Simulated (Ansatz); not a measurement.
The same ligand exchange along the group C, Si, Ge.

Program: Ansatz. Geometries: PBE0-D4/def2-TZVP. ΔE: electronic, gas phase. CCSD(T)/CBS is the MP2 limit (def2-TZVPP, def2-QZVPP) plus CCSD(T) − MP2 in def2-TZVPP, frozen cores. This one scheme is used for every species. DFT in def2-TZVPP. For Ge outer-core shells are correlated without core-valence functions, which leaves a few kJ/mol of doubt a bond. Scalar relativity is left out up to krypton.

```csv
reaction,B2PLYP (kcal/mol)
dimethyl ether + `BS` → `BSC` + CH₃OH,-7.1
disiloxane + `BS` → `BS[SiH3]` + silanol,14.5
`[GeH3][O][GeH3]` + `BS` → `B[S][GeH3]` + `[OH][GeH3]`,-1.3
```

Q: Give the CCSD(T)/CBS values in the same order. (An estimate is asked.)

A: Ansatz gave: -8.3, 13.2, -2.1 kcal/mol.

Largest T1 diagnostic: 0.015, for `BS`.
